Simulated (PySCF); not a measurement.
Symmetry of computed structures. Method used: PBE0/pcSseg-1 in PySCF (dipole) on a GFN2-xTB geometry, gas phase. The symmetry is that of the one conformer found, every atom within 0.08 Å of its image; none is proved a minimum here.

(1) Point group, rotor type and polarity of `[CH2:1]=[CH:2][c:3]1[n:4][n:5]([CH:6]([CH3:7])[CH3:8])[cH:9][p:10]1` with C1–C2–C3–N4 180°, N4–N5–C6–C7 118°?

(2) Point group, rotor type and polarity of `[CH3:1][CH2:2][CH2:3][CH:4]([F:5])[F:6]` with C1–C2–C3–C4 180°, C2–C3–C4–F5 64° (CH3CH2CH2CHF2)?

(3) `[CH3:1][CH2:2][C@H:3]([F:4])[CH2:5][F:6]` with C1–C2–C3–F4 -65°, C2–C3–C5–F6 -68°: symmetry, top, dipole?

Answers

(1) Cs; near-prolate asymmetric top; symmetry number 1; 2 operations, which sort the 21 atoms into 17 sets; dipole 3.15 D, in the ab plane, which is the mirror; A, B, C = 2655, 670.7, 605.3 MHz; heavy atoms equivalent by symmetry: C7/C8.

(2) C1; near-prolate asymmetric top; symmetry number 1; this conformer is chiral (no improper operation); dipole 2.33 D; A, B, C = 7933, 1738, 1523 MHz.

(3) C1; asymmetric top; symmetry number 1; this conformer is chiral (no improper operation); dipole 0.54 D.
